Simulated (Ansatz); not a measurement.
# Molecular dynamics of CH$_{3}$FSSi

The input (input.yaml):

```yaml
crystal:
  periodic: [false, false, false]
  atoms:
    - { symbol: F, position_ang: [-1.699693, -0.241628, 0.458786] }
    - { symbol: C, position_ang: [-0.698328, 0.184747, -0.343098] }
    - { symbol: Si, position_ang: [0.908895, 0.683882, 0.599944] }
    - { symbol: S, position_ang: [0.283236, -1.160245, -1.033689] }
    - { symbol: H, position_ang: [-1.11329, 0.829912, -1.110176] }
    - { symbol: H, position_ang: [0.753856, -0.071005, 1.878354] }
    - { symbol: H, position_ang: [1.626524, -0.293664, -0.49582] }
magnetization:
  spin_polarized: true
basis:
  gaussian: { orbitals: def2-SVP }
hamiltonian:
  xc: hf
md:
  timestep: 0.5
  n_steps: 200
  ensemble: nve
  temperature: 100.0
  initial_velocities: maxwell_boltzmann
  seed: 9031
```

Run as:

```bash
$ ansatz run input.yaml --threads 2 --pin off --max-ram 3072MiB --backend cpu --events-out ev --progress --plain --runs-dir out
```

It starts at the highest image of a converged band. Of that band: The profile has 2 maxima (images 3, 7) with wells between them (image 5): this band takes more than one step, which may be the mechanism or a detour left from its start path. A structure lower than the last end lies on the path between it and the top, so the climb from that side starts below the end, which may itself be a saddle point or a shallow side well. A vibrational analysis at the climbing image gives one clearly imaginary mode, 1765i cm⁻¹: a first-order saddle point.

Output, in part (one step line in 7, the closing report, with atoms numbered from 0):

```
md step     0: t =     0.00 fs  T =   100.0 K  F+E_penalty+E_count = -22451.21893893 eV  E_kin = 0.064630 eV  conserved = -22451.15430893 eV  (169 SCF iters)
md step     7: t =     3.50 fs  T =    70.3 K  F+E_penalty+E_count = -22451.19961281 eV  E_kin = 0.045454 eV  conserved = -22451.15415853 eV  (45 SCF iters)
md step    14: t =     7.00 fs  T =   104.6 K  F+E_penalty+E_count = -22451.22174617 eV  E_kin = 0.067630 eV  conserved = -22451.15411635 eV  (45 SCF iters)
md step    21: t =    10.50 fs  T =   307.9 K  F+E_penalty+E_count = -22451.35294220 eV  E_kin = 0.199014 eV  conserved = -22451.15392801 eV  (45 SCF iters)
md step    28: t =    14.00 fs  T =   837.4 K  F+E_penalty+E_count = -22451.69568164 eV  E_kin = 0.541193 eV  conserved = -22451.15448849 eV  (56 SCF iters)
md step    35: t =    17.50 fs  T =  1294.0 K  F+E_penalty+E_count = -22451.99095533 eV  E_kin = 0.836322 eV  conserved = -22451.15463284 eV  (68 SCF iters)
md step    42: t =    21.00 fs  T =  1355.7 K  F+E_penalty+E_count = -22452.03097955 eV  E_kin = 0.876190 eV  conserved = -22451.15478906 eV  (70 SCF iters)
md step    49: t =    24.50 fs  T =  1097.8 K  F+E_penalty+E_count = -22451.86380017 eV  E_kin = 0.709522 eV  conserved = -22451.15427846 eV  (49 SCF iters)
md step    56: t =    28.00 fs  T =   999.2 K  F+E_penalty+E_count = -22451.80029810 eV  E_kin = 0.645781 eV  conserved = -22451.15451760 eV  (54 SCF iters)
md step    63: t =    31.50 fs  T =   931.4 K  F+E_penalty+E_count = -22451.75592507 eV  E_kin = 0.601932 eV  conserved = -22451.15399272 eV  (49 SCF iters)
md step    70: t =    35.00 fs  T =  1076.9 K  F+E_penalty+E_count = -22451.85069546 eV  E_kin = 0.695996 eV  conserved = -22451.15469961 eV  (60 SCF iters)
md step    77: t =    38.50 fs  T =  1085.7 K  F+E_penalty+E_count = -22451.85608888 eV  E_kin = 0.701698 eV  conserved = -22451.15439088 eV  (42 SCF iters)
md step    84: t =    42.00 fs  T =  1153.2 K  F+E_penalty+E_count = -22451.89996057 eV  E_kin = 0.745283 eV  conserved = -22451.15467769 eV  (39 SCF iters)
md step    91: t =    45.50 fs  T =  1092.5 K  F+E_penalty+E_count = -22451.86042694 eV  E_kin = 0.706088 eV  conserved = -22451.15433894 eV  (40 SCF iters)
md step    98: t =    49.00 fs  T =  1028.8 K  F+E_penalty+E_count = -22451.81962531 eV  E_kin = 0.664889 eV  conserved = -22451.15473680 eV  (43 SCF iters)
md step   105: t =    52.50 fs  T =   820.7 K  F+E_penalty+E_count = -22451.68491994 eV  E_kin = 0.530450 eV  conserved = -22451.15446994 eV  (46 SCF iters)
md step   112: t =    56.00 fs  T =   671.0 K  F+E_penalty+E_count = -22451.58810251 eV  E_kin = 0.433650 eV  conserved = -22451.15445280 eV  (43 SCF iters)
md step   119: t =    59.50 fs  T =   660.2 K  F+E_penalty+E_count = -22451.58099931 eV  E_kin = 0.426685 eV  conserved = -22451.15431388 eV  (42 SCF iters)
md step   126: t =    63.00 fs  T =   963.3 K  F+E_penalty+E_count = -22451.77711456 eV  E_kin = 0.622573 eV  conserved = -22451.15454159 eV  (40 SCF iters)
md step   133: t =    66.50 fs  T =  1265.5 K  F+E_penalty+E_count = -22451.97301242 eV  E_kin = 0.817894 eV  conserved = -22451.15511857 eV  (40 SCF iters)
md step   140: t =    70.00 fs  T =  1037.5 K  F+E_penalty+E_count = -22451.82517782 eV  E_kin = 0.670557 eV  conserved = -22451.15462089 eV  (44 SCF iters)
md step   147: t =    73.50 fs  T =   682.8 K  F+E_penalty+E_count = -22451.59578868 eV  E_kin = 0.441324 eV  conserved = -22451.15446426 eV  (44 SCF iters)
md step   154: t =    77.00 fs  T =   579.2 K  F+E_penalty+E_count = -22451.52823329 eV  E_kin = 0.374322 eV  conserved = -22451.15391079 eV  (41 SCF iters)
md step   161: t =    80.50 fs  T =  1019.7 K  F+E_penalty+E_count = -22451.81385817 eV  E_kin = 0.659063 eV  conserved = -22451.15479493 eV  (40 SCF iters)
md step   168: t =    84.00 fs  T =  1271.2 K  F+E_penalty+E_count = -22451.97628986 eV  E_kin = 0.821576 eV  conserved = -22451.15471432 eV  (68 SCF iters)
md step   175: t =    87.50 fs  T =  1241.2 K  F+E_penalty+E_count = -22451.95719412 eV  E_kin = 0.802194 eV  conserved = -22451.15500023 eV  (71 SCF iters)
md step   182: t =    91.00 fs  T =   782.5 K  F+E_penalty+E_count = -22451.65982349 eV  E_kin = 0.505739 eV  conserved = -22451.15408490 eV  (75 SCF iters)
md step   189: t =    94.50 fs  T =   566.4 K  F+E_penalty+E_count = -22451.52025234 eV  E_kin = 0.366061 eV  conserved = -22451.15419123 eV  (79 SCF iters)
md step   196: t =    98.00 fs  T =   712.2 K  F+E_penalty+E_count = -22451.61451275 eV  E_kin = 0.460299 eV  conserved = -22451.15421330 eV  (80 SCF iters)
md step   200: t =   100.00 fs  T =   935.8 K  F+E_penalty+E_count = -22451.75932638 eV  E_kin = 0.604776 eV  conserved = -22451.15455074 eV  (314 SCF iters)
Total energy: -22451.75932638 eV, -825.0869368954 hartree
Atom 0 at    -1.568269    -0.142902     0.363906 Å, force     0.047829     0.462855     0.502740 eV/Å
Atom 1 at    -0.440031     0.169470    -0.309025 Å, force     0.385455    -2.599449    -1.433116 eV/Å
Atom 2 at     0.965794     0.897694     0.805244 Å, force    -0.966502     0.565730     1.317204 eV/Å
Atom 3 at     0.060383    -1.467694    -1.237172 Å, force    -0.147470     1.916058     0.812903 eV/Å
Atom 4 at    -0.717398     0.876477    -1.099077 Å, force     0.285922    -0.090260     0.113879 eV/Å
Atom 5 at     1.831563     0.058746     1.703058 Å, force    -0.247036    -0.232370    -0.707805 eV/Å
Atom 6 at     0.100731     1.672633     1.802447 Å, force     0.641802    -0.022564    -0.605805 eV/Å
Dipole moment:     0.308393     0.329878    -0.101862 e Å
```

The run went to its last step. The conserved energy stayed within 0.13 meV per atom of its start (net change -0.035 meV per atom), so the integration is sound. The system heated up, since it started high on the potential surface and ran downhill. A run of 0.1 ps of so small a system gives no equilibrium averages.

The step under study would form S4–H7 and break Si3–H7. These pairs go: S4–H7 1.69 → 4.37 Å, Si3–H7 1.63 → 1.53 Å. In the last frame they stand as before the step (other bonds may differ from the relaxed reactants and products). Also parted: Si3–S4 2.54 → 3.25 Å. It ends as one piece, CH3FSSi. Pairs count as bonded within 1.25 times the sum of covalent radii (0.12 Å more for H–H).

Last frame:

```xyz
7
Properties=species:S:1:pos:R:3
F -1.568 -0.143 0.364
C -0.440 0.170 -0.309
Si 0.966 0.898 0.805
S 0.060 -1.468 -1.237
H -0.717 0.876 -1.099
H 1.832 0.059 1.703
H 0.101 1.673 1.802
```

The run took 2.8 min on 2 threads of Arm Neoverse V2 (shared host), peak memory 0.21 GiB.
